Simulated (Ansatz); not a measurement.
Species: FeCl2 (charge 0, quintet). The spin state was set by rule; other spins were not relaxed. SMILES: [Cl][Fe][Cl]
Coordinates optimised at B3LYP-D3(BJ)/def2-TZVP (Ansatz, an electronic-structure program):
```
Fe
Cl 1 2.1444
Cl 1 2.1444 2 180.00
```
Charge 0, spin multiplicity 5.

Computed values are from Ansatz. Cores are frozen in the correlated levels unless marked. Open shells are spin-unrestricted. Spin-orbit coupling is left out. Frozen are the shells of the preceding noble gas and the d and f shells that filled before the atom's block. Non-relativistic. CBS marks a two-point X^-3 extrapolation of the correlation energy; Hartree-Fock from the larger set. [CCSD(T)-MP2]/basis is that difference in the basis named.

**Question.** What is the T1 diagnostic at CCSD/def2-TZVPPD?

**Answer.** 0.023.

**Question.** What is the total energy at RI-MP2/CBS(def2-TZVPPD,def2-QZVPPD)+[CCSD(T)-MP2]/def2-TZVPPD?

**Answer.** -2182.3929 Eh.

**Question.** What is the vertical ionisation energy (to the sextet) at RI-MP2/CBS(def2-TZVPPD,def2-QZVPPD)+[CCSD(T)-MP2]/def2-TZVPPD?

**Answer.** 10.37 eV.

**Question.** What is the atomisation energy De at RI-MP2/CBS(def2-TZVPPD,def2-QZVPPD)+[CCSD(T)-MP2]/def2-TZVPPD?

**Answer.** 807.2 kJ/mol.

**Question.** What is the dipole moment at CCSD(T)/def2-SVPD?

**Answer.** 0.00 D.
